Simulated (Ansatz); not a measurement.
```yaml
crystal:
  periodic: [false, false, false]
  atoms:
    - {symbol: Br, position_ang: [-1.484445, -2.432866, 0.430038]}
    - {symbol: C, position_ang: [-0.427396, -0.809494, 0.156269]}
    - {symbol: C, position_ang: [0.875433, -0.414943, 0.443002]}
    - {symbol: Si, position_ang: [-0.119775, 0.965197, -0.429420]}
    - {symbol: H, position_ang: [1.797275, -0.866245, 0.929719]}
    - {symbol: H, position_ang: [-0.674941, 2.188158, 0.355602]}
    - {symbol: H, position_ang: [0.098110, 1.298792, -1.933196]}
basis:
  gaussian: {orbitals: def2-mTZVPP}
hamiltonian: {xc: {name: HF}}
correlation: {method: mp2, frozen_orbitals: {Br: 0}}
output: {forces: true}
```

```sh
$ ansatz run in.yaml --threads 2 --pin off --events-out ev --progress --plain --max-ram 4352MiB
```

Shortened log:

```
Functional definition: HF
Error: "frozen_orbitals" has no count for C
```

(1) What is wrong with this run?

Answers

(1) Frozen orbitals are typed for one element alone, and the program wants a count for each. The input was rejected before any iteration.
